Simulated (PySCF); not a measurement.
Radial density of Sn⁺ (tin, charge +1)

revPBE, [Kr] 4d10 5s2 5p1, 2P determinant. Computed with PySCF 2.14 in aug-cc-pVTZ-PP with ECP28MDF (6s5p4d2f, 55 functions), with scalar relativity through the core potential. This is the valence pseudo-density: the core potential removes the inner electrons and smooths the orbitals near the nucleus.

| r (bohr) | 4πr²ρ (e/bohr) | 4πr²(ρα − ρβ) |
| --- | --- | --- |
| 0.00444 | 1.454e-05 | 0.0000 |
| 0.00747 | 3.818e-05 | 0.0000 |
| 0.0126 | 8.988e-05 | 0.0000 |
| 0.0211 | 0.0001777 | 0.0000 |
| 0.0356 | 0.0003157 | 0.0000 |
| 0.0598 | 0.0006058 | 0.0000 |
| 0.101 | 0.002832 | 0.0000 |
| 0.169 | 0.03157 | 0.0000 |
| 0.285 | 0.5455 | 0.0014 |
| 0.479 | 8.015 | 0.0283 |
| 0.805 | 22.86 | 0.0308 |
| 1.35 | 8.726 | 0.0640 |
| 2.28 | 2.079 | 0.4349 |
| 3.83 | 0.3569 | 0.1961 |
| 6.45 | 0.01026 | 0.0084 |
| 10.8 | 1.116e-05 | 0.0000 |

Energies and moments cover only the electrons outside the core potential.
